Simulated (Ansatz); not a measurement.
Ansatz (a program for electronic structure) input (HF/3-21G): The .json file is the Basis Set Exchange's 3-21G.

Ansatz 0.2 input:
```yaml
crystal:
  periodic: [false, false, false]
  atoms:
    - {symbol: C, position_ang: [-2.95420300, -0.53969400, -0.13590400]}
    - {symbol: C, position_ang: [-1.69186300, -0.08446600, 0.53888000]}
    - {symbol: O, position_ang: [-0.51505900, -0.40415600, -0.34046100]}
    - {symbol: Ge, position_ang: [1.28208500, 0.27195100, -0.01098800]}
    - {symbol: H, position_ang: [-3.79870400, -0.28295900, 0.50624400]}
    - {symbol: H, position_ang: [-2.97097400, -1.62322700, -0.27238600]}
    - {symbol: H, position_ang: [-3.09474100, -0.04600200, -1.09680000]}
    - {symbol: H, position_ang: [-1.63895100, 0.99567800, 0.65363900]}
    - {symbol: H, position_ang: [-1.51050800, -0.57461900, 1.49402500]}
    - {symbol: H, position_ang: [-0.59699700, -1.29329500, -0.71860800]}
    - {symbol: H, position_ang: [2.00528700, -0.41627100, -1.15972400]}
    - {symbol: H, position_ang: [1.00798100, 1.76223900, -0.14282400]}
    - {symbol: H, position_ang: [1.56777200, -0.24577900, 1.39385900]}
basis:
  gaussian:
    orbitals: 3-21G.json
hamiltonian:
  xc: {name: HF}
total_charge: 1
relax: {f_tol: 0.003, max_steps: 120}
```

Output:

```
Functional definition: HF
integrals: 0.02 GiB planned
779 factors; integrals over basis functions are off by at most 5.1e-4 eV
mean field: 0.20 GiB planned
mean field evaluation 1: about -60409.2751 eV, gradient 3.7e1 eV
mean field evaluation 2: about -60409.4910 eV, gradient 3.7e1 eV
mean field evaluation 4: about -60412.3393 eV, gradient 2.9e0 eV
mean field evaluation 8: about -60412.3673 eV, gradient 1.2e-4 eV
mean field -60412.36731993 eV, -2220.1135500341 hartree, gradient 3.7e-5 eV, S^2 0.000000; 0 other end points of the search recorded, 0 dependent functions left out
the calculation of the forces begins
reference -60412.36731993 eV, -2220.1135500341 hartree; 30, 30 occupied and 38, 38 virtual orbitals, 779 factors
relax step   1: F+E_penalty+E_count = -60412.36731993 eV  Δ(F+E_penalty+E_count) = +0.000e0 eV  max|allowed force component| = 1.560e0 eV/Å  Δτ_max = 0.0000 Å  (30 SCF iters, accepted)
these checks for a lower state are left out or cut short: starts, cluster_reference, orbital_swaps, neighbouring_geometries, increment
integrals: 0.02 GiB planned
779 factors; integrals over basis functions are off by at most 5.2e-4 eV
mean field: 0.20 GiB planned
mean field evaluation 16: about -60412.4716 eV, gradient 7.3e-3 eV
mean field -60412.47159384 eV, -2220.1173820295 hartree, gradient 2.3e-5 eV, S^2 0.000000; 0 other end points of the search recorded, 0 dependent functions left out
the calculation of the forces begins
reference -60412.47159384 eV, -2220.1173820295 hartree; 30, 30 occupied and 38, 38 virtual orbitals, 779 factors
relax step   2: F+E_penalty+E_count = -60412.47159384 eV  Δ(F+E_penalty+E_count) = -1.043e-1 eV  max|allowed force component| = 7.696e-1 eV/Å  Δτ_max = 0.0989 Å  (31 SCF iters, accepted)
these checks for a lower state are left out or cut short: starts, cluster_reference, orbital_swaps, neighbouring_geometries, increment
integrals: 0.02 GiB planned
779 factors; integrals over basis functions are off by at most 5.2e-4 eV
mean field: 0.20 GiB planned
mean field -60412.50784529 eV, -2220.1187142457 hartree, gradient 2.4e-5 eV, S^2 0.000000; 0 other end points of the search recorded, 0 dependent functions left out
the calculation of the forces begins
reference -60412.50784529 eV, -2220.1187142457 hartree; 30, 30 occupied and 38, 38 virtual orbitals, 779 factors
relax step   3: F+E_penalty+E_count = -60412.50784529 eV  Δ(F+E_penalty+E_count) = -3.625e-2 eV  max|allowed force component| = 8.503e-1 eV/Å  Δτ_max = 0.0800 Å  (32 SCF iters, accepted)
these checks for a lower state are left out or cut short: starts, cluster_reference, orbital_swaps, neighbouring_geometries, increment
integrals: 0.02 GiB planned
779 factors; integrals over basis functions are off by at most 5.2e-4 eV
mean field: 0.20 GiB planned
mean field evaluation 32: about -60412.4639 eV, gradient 7.1e-1 eV
mean field -60412.46490291 eV, -2220.1171361425 hartree, gradient 2.3e-5 eV, S^2 0.000000; 0 other end points of the search recorded, 0 dependent functions left out
the calculation of the forces begins
reference -60412.46490291 eV, -2220.1171361425 hartree; 30, 30 occupied and 38, 38 virtual orbitals, 779 factors
relax step   4: F+E_penalty+E_count = -60412.46490291 eV  Δ(F+E_penalty+E_count) = +4.294e-2 eV  max|allowed force component| = 1.187e0 eV/Å  Δτ_max = 0.1304 Å  (32 SCF iters, rejected (line search))
these checks for a lower state are left out or cut short: starts, cluster_reference, orbital_swaps, neighbouring_geometries, increment
integrals: 0.02 GiB planned
779 factors; integrals over basis functions are off by at most 5.2e-4 eV
mean field: 0.20 GiB planned
mean field -60412.52144126 eV, -2220.1192138886 hartree, gradient 2.4e-5 eV, S^2 0.000000; 0 other end points of the search recorded, 0 dependent functions left out
the calculation of the forces begins
reference -60412.52144126 eV, -2220.1192138886 hartree; 30, 30 occupied and 38, 38 virtual orbitals, 779 factors
relax step   5: F+E_penalty+E_count = -60412.52144126 eV  Δ(F+E_penalty+E_count) = -1.360e-2 eV  max|allowed force component| = 6.348e-2 eV/Å  Δτ_max = 0.0533 Å  (32 SCF iters, accepted)
these checks for a lower state are left out or cut short: starts, cluster_reference, orbital_swaps, neighbouring_geometries, increment
integrals: 0.02 GiB planned
779 factors; integrals over basis functions are off by at most 5.2e-4 eV
mean field: 0.20 GiB planned
mean field -60412.52109623 eV, -2220.1192012088 hartree, gradient 2.4e-5 eV, S^2 0.000000; 0 other end points of the search recorded, 0 dependent functions left out
the calculation of the forces begins
reference -60412.52109623 eV, -2220.1192012088 hartree; 30, 30 occupied and 38, 38 virtual orbitals, 779 factors
relax step   6: F+E_penalty+E_count = -60412.52109623 eV  Δ(F+E_penalty+E_count) = +3.450e-4 eV  max|allowed force component| = 1.022e-1 eV/Å  Δτ_max = 0.0160 Å  (32 SCF iters, rejected (line search))
these checks for a lower state are left out or cut short: starts, cluster_reference, orbital_swaps, neighbouring_geometries, increment
integrals: 0.02 GiB planned
779 factors; integrals over basis functions are off by at most 5.2e-4 eV
mean field: 0.20 GiB planned
mean field evaluation 64: about -60412.5217 eV, gradient 2.4e-5 eV
mean field -60412.52165310 eV, -2220.1192216735 hartree, gradient 2.4e-5 eV, S^2 0.000000; 0 other end points of the search recorded, 0 dependent functions left out
[...]
mean field -60412.52241948 eV, -2220.1192498376 hartree, gradient 2.4e-5 eV, S^2 0.000000; 0 other end points of the search recorded, 0 dependent functions left out
the calculation of the forces begins
reference -60412.52241948 eV, -2220.1192498376 hartree; 30, 30 occupied and 38, 38 virtual orbitals, 779 factors
relax step  12: F+E_penalty+E_count = -60412.52241948 eV  Δ(F+E_penalty+E_count) = -1.623e-4 eV  max|allowed force component| = 2.817e-2 eV/Å  Δτ_max = 0.0490 Å  (33 SCF iters, accepted)
these checks for a lower state are left out or cut short: starts, cluster_reference, orbital_swaps, neighbouring_geometries, increment
integrals: 0.02 GiB planned
779 factors; integrals over basis functions are off by at most 5.2e-4 eV
mean field: 0.20 GiB planned
mean field -60412.52245995 eV, -2220.1192513246 hartree, gradient 2.4e-5 eV, S^2 0.000000; 0 other end points of the search recorded, 0 dependent functions left out
the calculation of the forces begins
reference -60412.52245995 eV, -2220.1192513246 hartree; 30, 30 occupied and 38, 38 virtual orbitals, 779 factors
relax step  13: F+E_penalty+E_count = -60412.52245995 eV  Δ(F+E_penalty+E_count) = -4.046e-5 eV  max|allowed force component| = 2.017e-2 eV/Å  Δτ_max = 0.0140 Å  (34 SCF iters, accepted)
these checks for a lower state are left out or cut short: starts, cluster_reference, orbital_swaps, neighbouring_geometries, increment
integrals: 0.02 GiB planned
779 factors; integrals over basis functions are off by at most 5.2e-4 eV
mean field: 0.20 GiB planned
mean field evaluation 128: about -60412.5225 eV, gradient 2.4e-5 eV
mean field -60412.52250577 eV, -2220.1192530085 hartree, gradient 2.4e-5 eV, S^2 0.000000; 0 other end points of the search recorded, 0 dependent functions left out
the calculation of the forces begins
reference -60412.52250577 eV, -2220.1192530085 hartree; 30, 30 occupied and 38, 38 virtual orbitals, 779 factors
relax step  14: F+E_penalty+E_count = -60412.52250577 eV  Δ(F+E_penalty+E_count) = -4.582e-5 eV  max|allowed force component| = 1.063e-2 eV/Å  Δτ_max = 0.0204 Å  (32 SCF iters, accepted)
these checks for a lower state are left out or cut short: starts, cluster_reference, orbital_swaps, neighbouring_geometries, increment
integrals: 0.02 GiB planned
779 factors; integrals over basis functions are off by at most 5.2e-4 eV
mean field: 0.20 GiB planned
mean field -60412.52252152 eV, -2220.1192535873 hartree, gradient 2.4e-5 eV, S^2 0.000000; 0 other end points of the search recorded, 0 dependent functions left out
the calculation of the forces begins
reference -60412.52252152 eV, -2220.1192535873 hartree; 30, 30 occupied and 38, 38 virtual orbitals, 779 factors
relax step  15: F+E_penalty+E_count = -60412.52252152 eV  Δ(F+E_penalty+E_count) = -1.575e-5 eV  max|allowed force component| = 7.689e-3 eV/Å  Δτ_max = 0.0097 Å  (33 SCF iters, accepted)
these checks for a lower state are left out or cut short: starts, cluster_reference, orbital_swaps, neighbouring_geometries, increment
integrals: 0.02 GiB planned
779 factors; integrals over basis functions are off by at most 5.2e-4 eV
mean field: 0.20 GiB planned
mean field -60412.52252695 eV, -2220.1192537871 hartree, gradient 2.4e-5 eV, S^2 0.000000; 0 other end points of the search recorded, 0 dependent functions left out
the calculation of the forces begins
reference -60412.52252695 eV, -2220.1192537871 hartree; 30, 30 occupied and 38, 38 virtual orbitals, 779 factors
relax step  16: F+E_penalty+E_count = -60412.52252695 eV  Δ(F+E_penalty+E_count) = -5.435e-6 eV  max|allowed force component| = 4.542e-3 eV/Å  Δτ_max = 0.0034 Å  (34 SCF iters, accepted)
these checks for a lower state are left out or cut short: starts, cluster_reference, orbital_swaps, neighbouring_geometries, increment
integrals: 0.02 GiB planned
779 factors; integrals over basis functions are off by at most 5.2e-4 eV
mean field: 0.20 GiB planned
mean field -60412.52252989 eV, -2220.1192538950 hartree, gradient 2.4e-5 eV, S^2 0.000000; 0 other end points of the search recorded, 0 dependent functions left out
the calculation of the forces begins
reference -60412.52252989 eV, -2220.1192538950 hartree; 30, 30 occupied and 38, 38 virtual orbitals, 779 factors
relax step  17: F+E_penalty+E_count = -60412.52252989 eV  Δ(F+E_penalty+E_count) = -2.938e-6 eV  max|allowed force component| = 3.110e-3 eV/Å  Δτ_max = 0.0034 Å  (34 SCF iters, accepted)
these checks for a lower state are left out or cut short: starts, cluster_reference, orbital_swaps, neighbouring_geometries, increment
integrals: 0.02 GiB planned
779 factors; integrals over basis functions are off by at most 5.2e-4 eV
mean field: 0.20 GiB planned
mean field evaluation 160: about -60412.5225 eV, gradient 7.6e-3 eV
mean field -60412.52253165 eV, -2220.1192539595 hartree, gradient 2.4e-5 eV, S^2 0.000000; 0 other end points of the search recorded, 0 dependent functions left out
the calculation of the forces begins
reference -60412.52253165 eV, -2220.1192539595 hartree; 30, 30 occupied and 38, 38 virtual orbitals, 779 factors
relax step  18: F+E_penalty+E_count = -60412.52253165 eV  Δ(F+E_penalty+E_count) = -1.754e-6 eV  max|allowed force component| = 1.901e-3 eV/Å  Δτ_max = 0.0020 Å  (34 SCF iters, accepted)
these checks for a lower state are left out or cut short: starts, cluster_reference, orbital_swaps, neighbouring_geometries, increment
integrals: 0.02 GiB planned
779 factors; integrals over basis functions are off by at most 5.2e-4 eV
mean field: 0.20 GiB planned
mean field -60412.52253329 eV, -2220.1192540198 hartree, gradient 2.4e-5 eV, S^2 0.000000; 0 other end points of the search recorded, 0 dependent functions left out
the calculation of the forces begins
reference -60412.52253329 eV, -2220.1192540198 hartree; 30, 30 occupied and 38, 38 virtual orbitals, 779 factors
relax step  19: F+E_penalty+E_count = -60412.52253329 eV  Δ(F+E_penalty+E_count) = -1.639e-6 eV  max|allowed force component| = 2.137e-3 eV/Å  Δτ_max = 0.0031 Å  (34 SCF iters, accepted)
these checks for a lower state are left out or cut short: starts, cluster_reference, orbital_swaps, neighbouring_geometries, increment
integrals: 0.02 GiB planned
779 factors; integrals over basis functions are off by at most 5.2e-4 eV
mean field: 0.20 GiB planned
mean field -60412.52253470 eV, -2220.1192540718 hartree, gradient 2.4e-5 eV, S^2 0.000000; 0 other end points of the search recorded, 0 dependent functions left out
the calculation of the forces begins
reference -60412.52253470 eV, -2220.1192540718 hartree; 30, 30 occupied and 38, 38 virtual orbitals, 779 factors
relax step  20: F+E_penalty+E_count = -60412.52253470 eV  Δ(F+E_penalty+E_count) = -1.415e-6 eV  max|allowed force component| = 2.394e-3 eV/Å  Δτ_max = 0.0042 Å  (34 SCF iters, accepted)
these checks for a lower state are left out or cut short: starts, cluster_reference, orbital_swaps, neighbouring_geometries, increment
integrals: 0.02 GiB planned
779 factors; integrals over basis functions are off by at most 5.2e-4 eV
mean field: 0.20 GiB planned
mean field -60412.52253535 eV, -2220.1192540956 hartree, gradient 2.4e-5 eV, S^2 0.000000; 0 other end points of the search recorded, 0 dependent functions left out
the calculation of the forces begins
reference -60412.52253535 eV, -2220.1192540956 hartree; 30, 30 occupied and 38, 38 virtual orbitals, 779 factors
relax step  21: F+E_penalty+E_count = -60412.52253535 eV  Δ(F+E_penalty+E_count) = -6.489e-7 eV  max|allowed force component| = 1.473e-3 eV/Å  Δτ_max = 0.0035 Å  (33 SCF iters, accepted)
integrals: 0.02 GiB planned
779 factors; integrals over basis functions are off by at most 5.2e-4 eV
mean field: 0.20 GiB planned
mean field evaluation 192: about -60412.2827 eV, gradient 7.5e-1 eV
mean field -60412.52253535 eV, -2220.1192540956 hartree, gradient 2.4e-5 eV, S^2 0.000000; 1 other end points of the search recorded, 0 dependent functions left out
the calculation of the forces begins
reference -60412.52253535 eV, -2220.1192540956 hartree; 30, 30 occupied and 38, 38 virtual orbitals, 779 factors
Total energy: -60412.52253535 eV, -2220.1192540956 hartree
Atom 0 at    -2.919820    -0.476410    -0.191295 Å, force     0.001204    -0.000272     0.000537 eV/Å
Atom 1 at    -1.704531    -0.168355     0.665619 Å, force    -0.000721     0.000113    -0.000120 eV/Å
Atom 2 at    -0.447810    -0.553123    -0.114526 Å, force     0.000368    -0.001104    -0.000740 eV/Å
Atom 3 at     1.209884     0.284027    -0.067934 Å, force    -0.001117    -0.000883    -0.000380 eV/Å
Atom 4 at    -3.808572    -0.172784     0.349049 Å, force     0.000052     0.000091    -0.000162 eV/Å
Atom 5 at    -3.005707    -1.538161    -0.391027 Å, force    -0.000043     0.000393    -0.000035 eV/Å
Atom 6 at    -2.885711     0.070476    -1.123883 Å, force    -0.000186    -0.000142     0.000280 eV/Å
Atom 7 at    -1.584550     0.884596     0.855109 Å, force    -0.000149    -0.000971    -0.000187 eV/Å
Atom 8 at    -1.663396    -0.737348     1.578246 Å, force    -0.000009     0.000398    -0.000499 eV/Å
Atom 9 at    -0.585026    -1.353383    -0.646613 Å, force    -0.000591     0.001473     0.001011 eV/Å
Atom 10 at     1.909114    -0.437616    -1.205441 Å, force     0.000520     0.000270     0.000431 eV/Å
Atom 11 at     0.842250     1.733799    -0.322491 Å, force     0.000469     0.000279     0.000271 eV/Å
Atom 12 at     1.734999    -0.016318     1.324139 Å, force     0.000201     0.000356    -0.000406 eV/Å
Dipole moment:    -0.396047    -0.277010     0.012813 e Å
```

The dipole moment of an ion depends on the origin.

The geometry given is a B3LYP-D3(BJ)/def2-TZVP minimum.
